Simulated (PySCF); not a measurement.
Computed with PySCF with TPSSh-D3(BJ)/def2-TZVP // BP86-D3(BJ)/def2-SVP. All species are isolated molecules in the gas phase. 

Reference species: [Cd(Br)2] (neutral, multiplicity 1).

charge on the central atom (Mulliken): 0.73 e
HOMO: -7.72 eV

Changed species: [Cd(F)2] (0 of 2 F replaced by Br; the reference has 2 of 2 F replaced by Br).

Problem. Predict the effect on the charge on the central atom (Mulliken) and HOMO.

Solution. the charge on the central atom (Mulliken) goes up by 0.34 e, to 1.07 e; the HOMO decreases by 1.26 eV, to -8.98 eV.
